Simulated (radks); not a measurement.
Values are calculated unless marked as measured or tabulated.
Problem. The table gives one normalised radial function P(r) = r R(r) of Sb26+ in [Ar] 3d7 (r in bohr). Level of theory: scalar-relativistic Kohn-Sham, r2SCAN, spin-polarised, spherical densities, finite nucleus; open shells are filled with parallel spins first (spin-orbit coupling, left out, can overturn this in heavy ions); meta-GGA in the generalised Kohn-Sham scheme; Fermi nuclear charge, rms radius 4.6802 fm (a radial shooting solver on a logarithmic mesh with Libxc functionals).

r	P
0.002582	0.0284
0.003701	0.0535
0.005348	0.1018
0.007665	0.1890
0.01107	0.3489
0.01587	0.6158
0.02275	1.0368
0.03287	1.6442
0.04712	2.3363
0.06753	2.8843
0.09758	2.9142
0.1399	2.2219
0.2021	1.1265
0.2896	0.3388
0.4151	0.0483
0.5998	0.0022
0.8597	0.0000
1.232	0.0000
1.78	0.0000

Which n and l does it have? It may be an empty orbital.

Solution. n = 2, l = 1: the number of nodes gives n - l - 1 = 0, the rise at small r (about r^(l+1), flatter next to the nucleus through relativity) gives l, and the extent must fit the shell. The curve is that of 2p down; the table hardly tells the two spins apart. 2p down: eigenvalue -5134.1 eV, 0 radial nodes, <r> = 0.107 bohr, 90 % of the charge inside 0.173 bohr.
